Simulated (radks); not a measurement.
Question: Coherent X-ray form factor from a spherical all-electron density. All-electron calculation, non-relativistic Kohn-Sham, r2SCAN, spin-polarised, spherical densities, point nucleus; meta-GGA in the generalised Kohn-Sham scheme. Program: a radial shooting solver on a logarithmic mesh with Libxc functionals.

sin(theta)/lambda (1/angstrom)  f0 (electrons)
0.05                                    29.558
0.1                                     28.371
0.15                                    26.742
0.2                                     24.952
0.25                                    23.160
0.3                                     21.427
0.4                                     18.195
0.5                                     15.340
0.6                                     12.943
0.8                                      9.565
1                                        7.662
1.25                                     6.386
1.5                                      5.568
2                                        4.190

The species is in the configuration that NIST lists as its ground one. Which atom or ion scatters so?

Answer: The gallium ion Ga+, [Ar] 3d10 4s2. Extrapolating in s^2 from the first two rows gives f0(0) = 30.0, near the electron count 30; among species with that count, the fall with angle is slower the higher Z, and the table is that of Z = 31; from so few rows the species is fixed only to a neighbour or two.
